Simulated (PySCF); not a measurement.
**Molecular orbitals of BeB**

PBE0 at R = 1.906 Å; PySCF, no relativity, basis sets Be def2-TZVPP, B def2-TZVPP. State: ⁴Σ⁻ (quartet), unpaired electrons σ ↑, π ↑↑, a second solution, started from another occupation. Only the outer orbitals are listed, counted within each symmetry.

```csv
spin,orbital,occ.,ε (eV),on Be (%),main shells (%)
α,3σ,1,-12.24,31,"70 B s, 22 Be s"
α,4σ,1,-7.30,60,"57 Be s, 28 B p, 12 B s"
α,1π,1,-5.48,34,"66 B p, 33 Be p"
α,1π,1,-5.48,34,"66 B p, 33 Be p"
α,5σ,0,-3.62,62,"51 Be p, 34 B p, 12 Be s"
α,2π,0,-0.82,71,"68 Be p, 28 B p"
α,2π,0,-0.82,71,"68 Be p, 28 B p"
β,3σ,1,-10.03,41,"53 B s, 26 Be s, 14 Be p"
β,4σ,0,-3.10,63,"50 Be s, 20 B p, 16 B s"
β,5σ,0,-1.58,49,"36 B p, 33 Be p, 16 Be s"
β,1π,0,-1.57,48,"52 B p, 47 Be p"
```

Task: Which are the highest filled and the lowest empty level, where do they sit, and how wide is the gap?

Result: Highest filled α 1π at -5.48 eV (in %: 66 B p, 33 Be p); lowest empty α 5σ at -3.62 eV (in %: 51 Be p, 34 B p, 12 Be s); the gap at PBE0 is 1.86 eV.

The bond order (Mayer) is 1.89 and the ⟨S²⟩ is 3.782. The charge on Be (Mulliken, basis-dependent) is 0.01. The charge on Be (Löwdin, basis-dependent) is 0.14. The dipole moment (positive dipole means Be(−)B(+)) is -2.29 D.
